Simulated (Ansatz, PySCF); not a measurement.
The Ansatz (a quantum-chemistry and plane-wave program) input:
Ansatz 0.2 input:
```yaml
crystal:
  periodic: [false, false, false]
  atoms:
    - {symbol: C, position_ang: [1.52061639, 0.69110205, -0.00537013]}
    - {symbol: C, position_ang: [0.01160357, 0.83116525, 0.00317706]}
    - {symbol: S, position_ang: [-0.76180616, -0.83788851, 0.00077464]}
    - {symbol: H, position_ang: [-2.02039087, -0.40414507, 0.00913826]}
    - {symbol: H, position_ang: [-0.33041049, 1.34965505, 0.89884698]}
    - {symbol: H, position_ang: [-0.33986788, 1.35660473, -0.88474809]}
    - {symbol: H, position_ang: [1.98452811, 1.67524859, -0.00399531]}
    - {symbol: H, position_ang: [1.85553895, 0.14418625, 0.87317856]}
    - {symbol: H, position_ang: [1.84618103, 0.15106283, -0.89165625]}
basis:
  gaussian:
    orbitals: cc-pVDZ
magnetization: {spin_polarized: false}
correlation: {method: mp2, electrons: outside_noble_gas}
accuracy: high
```

Give the equivalent PySCF input.

One answer among several that fit: 
```python
from pyscf import gto, scf, mp

mol = gto.M(
    atom='''
C     1.52061639    0.69110205   -0.00537013
C     0.01160357    0.83116525    0.00317706
S    -0.76180616   -0.83788851    0.00077464
H    -2.02039087   -0.40414507    0.00913826
H    -0.33041049    1.34965505    0.89884698
H    -0.33986788    1.35660473   -0.88474809
H     1.98452811    1.67524859   -0.00399531
H     1.85553895    0.14418625    0.87317856
H     1.84618103    0.15106283   -0.89165625
''',
    basis='cc-pvdz',
    verbose=4,
)

mf = scf.RHF(mol)
mf.kernel()

pt = mp.MP2(mf, frozen=7)
pt.kernel()
print('E(MP2) = %.10f' % pt.e_tot)
```

Both were run: Ansatz gave -477.192284 Eh and PySCF -477.192284 Eh, 0.000 mEh apart.
